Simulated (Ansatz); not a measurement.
`BrC1=N[SiH2]1` and `ClC1=N[SiH2]1` differ in one atom or group.

Ansatz, PBE0-D4/def2-TZVP geometries, multiplicity 1. 

Scalar relativity is left out up to krypton.

```csv
property,`BrC1=N[SiH2]1`
"ideal-gas entropy at 298 K and 1 bar (rigid rotor, harmonic PBE0-D4/def2-TZVP) / J/(mol·K)",306
HOMO energy (PBE/def2-TZVPP) / eV,-6.07
HOMO–LUMO gap (PBE0/def2-TZVPP) / eV,5.75
HOMO–LUMO gap (PBE/def2-TZVPP) / eV,3.77
HOMO–LUMO gap (B3LYP/def2-TZVPP) / eV,5.33
HOMO energy (ωB97M-V/def2-TZVPP) / eV,-9.32
```

Q: What does the change do to each property? (Estimate.)

A: Computed: 
```csv
property,`ClC1=N[SiH2]1`,shift
"ideal-gas entropy at 298 K and 1 bar (rigid rotor, harmonic PBE0-D4/def2-TZVP) / J/(mol·K)",294,-12
HOMO energy (PBE/def2-TZVPP) / eV,-6.08,-0.01
HOMO–LUMO gap (PBE0/def2-TZVPP) / eV,6.07,0.32
HOMO–LUMO gap (PBE/def2-TZVPP) / eV,4.04,0.27
HOMO–LUMO gap (B3LYP/def2-TZVPP) / eV,5.64,0.31
HOMO energy (ωB97M-V/def2-TZVPP) / eV,-9.43,-0.11
```

With PBE0 the HOMO falls by 0.06 eV and the LUMO rises by 0.27 eV, so the gap widens by about 0.33 eV. PBE moves the HOMO by -0.01 eV and ωB97M-V by -0.11 eV.

B3LYP here is the variant with VWN-RPA as its local correlation; programs differ in this.

Spin–orbit coupling is left out; it splits and shifts lone-pair levels of the heavy atoms by tenths of an eV.
